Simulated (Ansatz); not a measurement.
Level of theory: Ansatz (a quantum-chemistry and plane-wave program) with frozen-core CCSD(T)/def2-TZVPD // CAM-B3LYP-D3(BJ)/def2-TZVPD.

Ansatz 0.2 input:
```yaml
crystal:
  periodic: [false, false, false]
  atoms:
    - { symbol: C, position_ang: [-1.524027, 0.081738, 0.145844] }
    - { symbol: S, position_ang: [-0.410678, -0.768678, -1.012345] }
    - { symbol: Si, position_ang: [1.508947, -0.118292, -0.109723] }
    - { symbol: O, position_ang: [1.529036, -0.180454, 1.441119] }
    - { symbol: H, position_ang: [-2.506153, -0.388147, 0.101657] }
    - { symbol: H, position_ang: [-1.119637, -0.004831, 1.153221] }
    - { symbol: H, position_ang: [-1.627388, 1.137274, -0.107541] }
    - { symbol: H, position_ang: [2.430684, -1.008312, -0.903049] }
    - { symbol: H, position_ang: [1.71922, 1.249702, -0.709184] }
basis:
  gaussian: { orbitals: def2-TZVPD }
correlation:
  method: ccsd_t
total_charge: -1
```

Output:

```
Functional definition: HF
1403 factors; integrals over basis functions are off by at most 1.2e-3 eV
mean field evaluation 1: about -21827.1570 eV, gradient 3.6e1 eV
mean field evaluation 2: about -21827.2568 eV, gradient 3.6e1 eV
mean field evaluation 4: about -21830.4283 eV, gradient 4.1e0 eV
mean field evaluation 8: about -21830.5005 eV, gradient 3.2e-1 eV
mean field evaluation 16: about -21827.1577 eV, gradient 3.6e1 eV
mean field -21830.50114063 eV, -802.2561196730 hartree, gradient 3.1e-6 eV, S^2 0.000000; 0 other end points of the search recorded, 0 dependent functions left out
12 core orbitals not correlated
reference -21830.50114063 eV, -802.2561196730 hartree; 13, 13 occupied and 186, 186 virtual orbitals, 1403 factors
second order -19.73496244 eV of doubles, -0.00000000 eV of singles
cycle   1  -20.11064417 eV  change   -3.8e-1 eV  update   1.2e-1
cycle   2  -20.63900235 eV  change   -5.3e-1 eV  update   4.2e-2
cycle   3  -20.80983583 eV  change   -1.7e-1 eV  update   2.3e-2
cycle   4  -20.80517189 eV  change    4.7e-3 eV  update   5.7e-3
cycle   5  -20.80085070 eV  change    4.3e-3 eV  update   2.9e-3
cycle   6  -20.80129684 eV  change   -4.5e-4 eV  update   1.2e-3
cycle   7  -20.80137940 eV  change   -8.3e-5 eV  update   5.0e-4
cycle   8  -20.80118226 eV  change    2.0e-4 eV  update   2.3e-4
cycle   9  -20.80114970 eV  change    3.3e-5 eV  update   8.4e-5
cycle  10  -20.80123454 eV  change   -8.5e-5 eV  update   3.9e-5
cycle  11  -20.80119602 eV  change    3.9e-5 eV  update   1.7e-5
cycle  12  -20.80118681 eV  change    9.2e-6 eV  update   7.1e-6
perturbative correction -0.91730643 eV, -0.0337103894 hartree
Total energy: -21852.21963387 eV, -803.0542595781 hartree
```

Cost: around 4 core-minutes (rough).
